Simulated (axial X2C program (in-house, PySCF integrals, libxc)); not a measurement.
Density and ELF of GeF

All values were computed with an in-house all-electron X2C program for linear molecules (integrals from PySCF). Spin-free means the one-electron spin-free X2C Hamiltonian. Basis: Ge dyall-cv3z [9s9p7d4f1g], F dyall-av3z [7s6p3d2f] (cores contracted in-house); Gaussian nuclei, density fitting, unrestricted open shells. Masses: Ge 73.921 u, F 18.998 u.

PBE0, without spin–orbit coupling, state M_S = 1/2, Λ = 1 (beyond evenly filled blocks: π+α); Ge at z = 0, F at z = 1.758 Å.

The maps cover the half plane through the axis: z from -2.4 to 3.9 Å along the bond, ρ from 0.15 to 2.25 Å away from it (steps of 0.3 Å, the bottom row nearest the axis).

log10 of the density in e/bohr³:

digits 0 to 9 span -5.63 to 1.38 evenly
```
1223333333333222211100
2233344444433333222110
2233444444444443332211
2334455555544444433221
2344555665555555543321
3344556666666666554322
3345566787666777654332
3345567999767888755432
```

Electron localisation function (collinear form, no current term, damped to 0 at low density):

digits 0 to 9 span 0.00 to 1.00 evenly
```
0000234553100000000000
0002467775200000000000
0013678886310000000000
0025788876310122100000
0025787654312454320000
0136774211125777631000
0136752464127888752000
0146732727228518852000
```

Axial spin density in 10⁻³ e/bohr³:

digits 0 to 9 span -2.98 to 2.98 evenly, values beyond are clipped
```
5555556666555555555555
5555667887665555455555
5555689999865554445555
5556799999975544445555
5556899999985445555555
5555799999984465555555
4444469839964899544455
4443202292653896444455
```

The state is a single determinant with fixed occupations, the lowest that a limited PBE0 search found. Without a current term, density functionals place determinants with orbital angular momentum somewhat too high.
